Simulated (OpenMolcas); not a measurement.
**3d ions of charge +3 along the row**

```yaml
Program: OpenMolcas 26.06
Method: MS-CASPT2, IPEA 0.25 Eh, imaginary shift 0.1 Eh
Basis: ANO-RCC-VTZP
Scalar_Hamiltonian: DKH2, point nucleus
Spin-orbit_coupling: RASSI with atomic mean-field integrals over the reference wave functions, term energies averaged over their components
```

Active space: the 3d shell; CASPT2 also correlates the outermost closed s and p core shells.

B and C come from two terms' centres of gravity (d2, d8: 3P = 15B, 1G = 12B + 2C; d3, d7: 4P = 15B, 2G = 4B + 3C; d4, d6: 3G = 9B + 4C, 3H = 4B + 4C; d5: 4D = 17B + 5C, 4G = 10B + 5C, above the ground term), where all their levels are at least 80 % pure. ζ = ±2S·A comes from the whole width of the ground multiplet by E(J) = (A/2) J(J+1), where its levels are at least 85 % pure. Energies in cm-1.

| Ion | Configuration | Lowest level | Weight (%) | B | B measured | C | C measured | ζ | ζ measured |
| --- | --- | --- | --- | --- | --- | --- | --- | --- | --- |
| Cr3+ | 3d3 | 4F 3/2 | 100 | 951 | 917 | 3644 | 3677 | 286 | 270 |
| Mn3+ | 3d4 | 5D0 | 100 | 883 | 839 | 4428 | 4401 | 383 | 354 |
| Fe3+ | 3d5 | 6S 5/2 | 100 | 965 |  | 4743 |  |  |  |
| Co3+ | 3d6 | 5D4 | 100 | 1116 |  | 4777 |  | 617 | 597 |
| Ni3+ | 3d7 | 4F 9/2 | 100 | 1171 | 1146 | 4787 | 4863 | 729 | 749 |

Measured columns use the levels in Sugar and Corliss, J. Phys. Chem. Ref. Data 6, 317 (1977) (Cr3+); Corliss and Sugar, J. Phys. Chem. Ref. Data 6, 1253 (1977) (Mn3+); Sugar and Corliss, J. Phys. Chem. Ref. Data 10, 1097 (1981) (Co3+); Corliss and Sugar, J. Phys. Chem. Ref. Data 10, 197 (1981) (Ni3+).

The computed B goes from 951 (Cr3+) to 1171 cm-1 (Ni3+), a factor of 1.23, though not at every step. It departs from the measured column by +2 to +5 %. The Trees term is left out, which lowers the B read from the levels of every ion, most for d4 to d6. The pair of terms that fixes B changes along the row, so steps between ions also reflect that choice.

The computed ζ goes from 286 (Cr3+) to 729 cm-1 (Ni3+), a factor of 2.55, rising at every step. It departs from the measured column by -3 to +8 %.

CASPT2 does not keep the components of a term degenerate, so their means are used; among the low terms the widest spread is 1300 cm-1 (3d6 1I, Co3+). The CASPT2 spread within a term exceeds the gap to the next term for 3d4 3H and 3d4 3P(1), 3d4 1G(1) and 3d4 3D, 3d4 3D and 3d4 1I and others, so the order of their levels is uncertain, and so are names and mixing where such terms share a J (figures for Mn3+; the like holds for Co3+, Ni3+). Blocks of more than 70 roots (2S+1 = 2 even) ran without multistate coupling (holds for Fe3+). Computed and measured levels are paired by configuration, term and J; levels that our copy of the source lacks, or whose pairing is in doubt (as where it misses far off the trend of its configuration), stay unpaired and out of the deviations. Levels of configurations outside the active space are missing.

A number in round brackets counts repeated terms of one configuration in the order of the reference energies.
